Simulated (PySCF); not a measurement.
Atoms are numbered as in `[F:1][CH:2]([F:3])[C@@H:4]1[CH2:5][CH2:6][SiH2:7]1`; H(Xn) means a hydrogen on atom n. Ha(C5), Ha(C6), Ha(Si7) are cis to C2 on the ring; Hb(C5), Hb(C6), Hb(Si7) are trans to C2 on the ring.

Computational details: σ from GIAO-PBE0/pcSseg-1, coordinates at the GFN2-xTB level, in PySCF 2.14.0 with density-fitted response routines (no solvent, no relativistic terms, a single conformation).

Scale: $^{13}$C, $^{1}$H, $^{29}$Si against TMS; $^{19}$F against CFCl3 (reference shieldings calculated alike).

```
  atoms    nucleus  count  δ (ppm)
 Hb(C5)    $^{1}$H      1     2.53
 Hb(C6)    $^{1}$H      1        ?
  H(C4)    $^{1}$H      1     2.58
  H(C2)    $^{1}$H      1     6.16
 Ha(C5)    $^{1}$H      1        ?
Ha(Si7)    $^{1}$H      1     4.79
 Ha(C6)    $^{1}$H      1     1.37
     C2   $^{13}$C      1        ?
Hb(Si7)    $^{1}$H      1     4.83
     C4   $^{13}$C      1     33.8
     C5   $^{13}$C      1     23.7
     C6   $^{13}$C      1      7.3
     F3   $^{19}$F      1   -127.5
     F1   $^{19}$F      1        ?
    Si7  $^{29}$Si      1        ?
```

Complete the table.

## Answers


- C2: 127.7 ppm, sp3 CH bonded to 2 F; 2 electronegative neighbours deshield it
- Ha(C5): 2.09 ppm, hydrogen on an sp3 CH2 in a ring
- Hb(C6): 1.57 ppm, hydrogen on an sp3 CH2 bonded to Si
- F1: -129.0 ppm, fluorine of a CF2 group
- Si7: -34.7 ppm, silicon bonded to 2 C, 2 H, in a 4-membered ring

Shifts are as computed. Against solution values, carbons near 30 ppm lie about +3 ppm off and those near 130 ppm about +5 ppm. Of 1211 compounds with measured shifts, 218 miss one by over three times the rms of a fit or turn the order of signals round; such compounds aren't used in these exercises. Unscaled 19F shifts against computed CFCl3 carry errors that often reach 10 to 50 ppm.
